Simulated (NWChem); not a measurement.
Everything below was run with NWChem. System: H$_{3}$BN, charge 1, spin multiplicity 1, at the geometry of a parent with another charge or spin, in a state set for the comparison that need not be this species' ground state. Level: CCSD(T)/def2-TZVP, 2 core orbitals frozen.

NWChem printed:

```
             Northwest Computational Chemistry Package (NWChem) 7.3.0
             --------------------------------------------------------

                                NWChem Input Module
                                -------------------

 Scaling coordinates for geometry "geometry" by  1.889725989
 (inverse scale =  0.529177249)

 Turning off AUTOSYM since
 SYMMETRY directive was detected!

                             Geometry "geometry" -> ""
                             -------------------------

 Output coordinates in angstroms (scale by  1.889725989 to convert to a.u.)

  No.       Tag          Charge          X              Y              Z
 ---- ---------------- ---------- -------------- -------------- --------------
    1 B                    5.0000     0.68645400    -0.10237600     0.00000000
    2 N                    7.0000    -0.63013200     0.09752200     0.00000000
    3 H                    1.0000     1.46169300     0.84010000     0.00000000
    4 H                    1.0000     1.14395200    -1.23442200     0.00000000
    5 H                    1.0000    -1.62699100     0.22355000     0.00000000

 Effective nuclear repulsion energy (a.u.)      26.9901164708

            Nuclear Dipole moment (a.u.)
            ----------------------------
        X                 Y               Z
 ---------------- ---------------- ----------------
     0.0000000000     0.0000037795     0.0000000000

      Symmetry information
      --------------------

 Group name             Cs
 Group number              2
 Group order               2
 No. of unique centers     5

      Symmetry unique atoms

     1    2    3    4    5


 Summary of "ao basis" -> "" (spherical)
 ------------------------------------------------------------------------------
       Tag                 Description            Shells   Functions and Types
 ---------------- ------------------------------  ------  ---------------------
 *                         def2-tzvp                  on all atoms

 Summary of "ao basis" -> "ao basis" (spherical)
 ------------------------------------------------------------------------------
       Tag                 Description            Shells   Functions and Types
 ---------------- ------------------------------  ------  ---------------------
 B                         def2-tzvp                11       31   5s3p2d1f
 N                         def2-tzvp                11       31   5s3p2d1f
 H                         def2-tzvp                 4        6   3s1p
[...]
   Perturbative correction : (T)
            Max iterations :      100
        Residual threshold : 0.10D-05
     T(0) DIIS level shift : 0.00D+00
     L(0) DIIS level shift : 0.00D+00
     T(1) DIIS level shift : 0.00D+00
     L(1) DIIS level shift : 0.00D+00
     T(R) DIIS level shift : 0.00D+00
     T(I) DIIS level shift : 0.00D+00
   CC-T/L Amplitude update :  5-th order DIIS
                I/O scheme : Global Array Library
        L-threshold :  0.10D-05
        EOM-threshold :  0.10D-05
 no EOMCCSD initial starts read in
 TCE RESTART OPTIONS
 SLICE:      F
 D4D5:       F
 quantumc:   F
 qrotation:  F
 pwtce:      F
 qducc:      F
 nacto:                         0
 nrotv:                         0
 nrot:                          0

            Memory Information
            ------------------
          Available GA space size is     249030400 doubles
          Available MA space size is     104853524 doubles

 Maximum block size supplied by input
 Maximum block size        24 doubles

 tile_dim =     22

 -------------------------------------------------
   1    alpha     a'     4 doubles       0       1
   2    alpha     a"     1 doubles       4       2
   3    beta      a'     4 doubles       5       1
   4    beta      a"     1 doubles       9       2
   5    alpha     a'    17 doubles      10       5
   6    alpha     a'    17 doubles      27       6
   7    alpha     a'    17 doubles      44       7
   8    alpha     a"    22 doubles      61       8
   9    beta      a'    17 doubles      83       5
  10    beta      a'    17 doubles     100       6
  11    beta      a'    17 doubles     117       7
  12    beta      a"    22 doubles     134       8

 Global array virtual files algorithm will be used

 Parallel file system coherency ......... OK

 4-electron integrals stored in orbital form

 v2    file size   =          4417498
 4-index algorithm nr.  13 is used
 imaxsize =       30
 imaxsize ichop =        0


CCSD iterations
 ---------------------------------------------------------
 Iter          Residuum       Correlation     Cpu    Wall
 ---------------------------------------------------------
    1   0.1516932436132  -0.2682724169709     0.4     0.4
    2   0.0513007145107  -0.2925452286957     0.4     0.4
    3   0.0291176834004  -0.3001193114967     0.4     0.4
    4   0.0197188152908  -0.3034367740705     0.4     0.4
    5   0.0143140492012  -0.3053055526184     0.4     0.4
    6   0.0035483638262  -0.3092557928360     0.4     0.4
    7   0.0013313269505  -0.3094117418308     0.4     0.4
    8   0.0008587212830  -0.3093721492629     0.4     0.4
    9   0.0004385099877  -0.3094174798615     0.4     0.4
   10   0.0003747906521  -0.3094127375077     0.4     0.4
   11   0.0001546456312  -0.3094422550370     0.4     0.4
   12   0.0000917468245  -0.3094536320245     0.4     0.4
   13   0.0000599058298  -0.3094601574670     0.4     0.4
   14   0.0000459338480  -0.3094633866213     0.4     0.4
   15   0.0000329420626  -0.3094660014041     0.4     0.4
   16   0.0000081314759  -0.3094720002411     0.4     0.4
   17   0.0000048741124  -0.3094717347890     0.4     0.4
   18   0.0000025594051  -0.3094720101076     0.4     0.4
   19   0.0000021061008  -0.3094719549022     0.4     0.4
   20   0.0000013197426  -0.3094720534331     0.4     0.4
   21   0.0000004652180  -0.3094721416588     0.4     0.4
 -----------------------------------------------------------------
 Iterations converged
 CCSD correlation energy / hartree =        -0.309472141658825
 CCSD total energy / hartree       =       -80.797025080590203

 Singles contributions
     8a'  (alpha) ---     7a'  (alpha)        0.1768006526

 Doubles contributions
     8a'  (alpha)     8a'  (beta ) ---     7a'  (alpha)     7a'  (beta )       -0.1572492556
 CCSD(T)
 Using plain CCSD(T) code
             total no. of tasks          160
 total no. of tasks / no. procs          160
                         wl_min         6358           4.3
                         wl_max       526592           9.0
        thresh for no. of tasks          160

 CCSD[T]  correction energy / hartree =        -0.021320599990677
 CCSD[T] correlation energy / hartree =        -0.330792741649502
 CCSD[T] total energy / hartree       =       -80.818345680580876
 CCSD(T)  correction energy / hartree =        -0.017349346464294
 CCSD(T) correlation energy / hartree =        -0.326821488123119
 CCSD(T) total energy / hartree       =       -80.814374427054503

 Task  times  cpu:       24.1s     wall:       24.1s

 Total times  cpu:       24.1s     wall:       24.1s
```

Task: Write an NWChem input that would produce this output.

Result: One answer among several that fit: 
```
start mol
memory heap 100 mb stack 700 mb global 1900 mb
charge 1
geometry units angstroms nocenter noautoz
  B      0.686454    -0.102376     0.000000
  N     -0.630132     0.097522     0.000000
  H      1.461693     0.840100     0.000000
  H      1.143952    -1.234422     0.000000
  H     -1.626991     0.223550     0.000000
  symmetry group Cs
end
basis spherical
  * library def2-tzvp
end
scf
  rhf
  nopen 0
  maxiter 100
  thresh 1e-7
  semidirect memsize 60000000 filesize 0
end
tce
  freeze core 2
  ccsd(t)
  2eorb
  2emet 13
  thresh 1e-6
  maxiter 100
  tilesize 24
end
task tce energy
```
